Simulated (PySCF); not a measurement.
## Broadened absorption spectrum of C5H3FOS

Species: C₅H₃FOS.
SMILES: `O=C(F)C1=CC=CS1`

Method: TDDFT wB97X-D/def2-SVPD, vertical, gas phase, core orbitals frozen in the response in PySCF. The structure is a single PBE0-D3(BJ)/def2-SVP conformer in the gas phase; no vibrational or solvent corrections. Torsions of this conformer, `[O:1]=[C:2]([F:3])[c:4]1[cH:5][cH:6][cH:7][s:8]1`: O1–C2–C4–C5 179°.

Computed states:

```tsv
state	E (eV)	f
S1	5.02	0.172
S2	5.32	0.154
S3	5.49	0.0000
S4	6.73	0.0000
S5	6.78	0.0018
S6	7.10	0.0016
```

Broadening: Gaussians 0.5 eV wide at half height, area fixed by f = 4.319×10⁻⁹ ∫ε dν̃. The width is an assumption, not a result. The curve ends short of the highest state used, and states not computed would add to its high-energy end.

Question: Give the broadened spectrum and its maxima.

Answer: 
```json
{"E (eV)": "4.27", "ε (L mol⁻¹ cm⁻¹)": "19"}
{"E (eV)": "4.33", "ε (L mol⁻¹ cm⁻¹)": "49"}
{"E (eV)": "4.40", "ε (L mol⁻¹ cm⁻¹)": "135"}
{"E (eV)": "4.46", "ε (L mol⁻¹ cm⁻¹)": "296"}
{"E (eV)": "4.52", "ε (L mol⁻¹ cm⁻¹)": "601"}
{"E (eV)": "4.59", "ε (L mol⁻¹ cm⁻¹)": "1241"}
{"E (eV)": "4.65", "ε (L mol⁻¹ cm⁻¹)": "2126"}
{"E (eV)": "4.72", "ε (L mol⁻¹ cm⁻¹)": "3623"}
{"E (eV)": "4.78", "ε (L mol⁻¹ cm⁻¹)": "5282"}
{"E (eV)": "4.84", "ε (L mol⁻¹ cm⁻¹)": "7178"}
{"E (eV)": "4.91", "ε (L mol⁻¹ cm⁻¹)": "9442"}
{"E (eV)": "4.97", "ε (L mol⁻¹ cm⁻¹)": "11179"}
{"E (eV)": "5.03", "ε (L mol⁻¹ cm⁻¹)": "12530"}
{"E (eV)": "5.10", "ε (L mol⁻¹ cm⁻¹)": "13465"}
{"E (eV)": "5.16", "ε (L mol⁻¹ cm⁻¹)": "13672"}
{"E (eV)": "5.23", "ε (L mol⁻¹ cm⁻¹)": "13236"}
{"E (eV)": "5.29", "ε (L mol⁻¹ cm⁻¹)": "12323"}
{"E (eV)": "5.35", "ε (L mol⁻¹ cm⁻¹)": "10979"}
{"E (eV)": "5.42", "ε (L mol⁻¹ cm⁻¹)": "9010"}
{"E (eV)": "5.48", "ε (L mol⁻¹ cm⁻¹)": "7155"}
{"E (eV)": "5.55", "ε (L mol⁻¹ cm⁻¹)": "5051"}
{"E (eV)": "5.61", "ε (L mol⁻¹ cm⁻¹)": "3483"}
{"E (eV)": "5.67", "ε (L mol⁻¹ cm⁻¹)": "2237"}
{"E (eV)": "5.74", "ε (L mol⁻¹ cm⁻¹)": "1215"}
{"E (eV)": "5.80", "ε (L mol⁻¹ cm⁻¹)": "663"}
{"E (eV)": "5.87", "ε (L mol⁻¹ cm⁻¹)": "297"}
{"E (eV)": "5.93", "ε (L mol⁻¹ cm⁻¹)": "137"}
{"E (eV)": "5.99", "ε (L mol⁻¹ cm⁻¹)": "58"}
{"E (eV)": "6.06", "ε (L mol⁻¹ cm⁻¹)": "20"}
{"E (eV)": "6.12", "ε (L mol⁻¹ cm⁻¹)": "8"}
{"E (eV)": "6.18", "ε (L mol⁻¹ cm⁻¹)": "4"}
{"E (eV)": "6.25", "ε (L mol⁻¹ cm⁻¹)": "5"}
{"E (eV)": "6.31", "ε (L mol⁻¹ cm⁻¹)": "9"}
{"E (eV)": "6.38", "ε (L mol⁻¹ cm⁻¹)": "17"}
{"E (eV)": "6.44", "ε (L mol⁻¹ cm⁻¹)": "28"}
{"E (eV)": "6.50", "ε (L mol⁻¹ cm⁻¹)": "43"}
```

Maxima: 241 nm (5.15 eV), ε about 14000, made up of S1 (56%) and S2 (44%) (ε in L mol⁻¹ cm⁻¹; maxima over ε = 5, shares over 10%). At its high-energy end, 6.50 eV, the curve is still rising (ε about 43, from S5).

Question: Coming from long wavelengths, where does ε first pass 100 L mol⁻¹ cm⁻¹?

Answer: At about 283 nm (4.38 eV), 0.64 eV below S1.

Question: What would ε be at 5.15 eV, the highest of these maxima, with half the width (0.25 eV)?

Answer: About 13100 L mol⁻¹ cm⁻¹ against 13700, a factor of about 1.0; a lone state at its own centre would give exactly 2.

Question: On this curve, what absorbance would a 10⁻⁵ mol/L sample give at 280 nm over a 1 cm path?

Answer: 280 nm is 4.428 eV, where ε is about 200 L mol⁻¹ cm⁻¹, so A = ε c l ≈ 0.002 (Beer–Lambert, with the gas-phase spectrum and the assumed width).
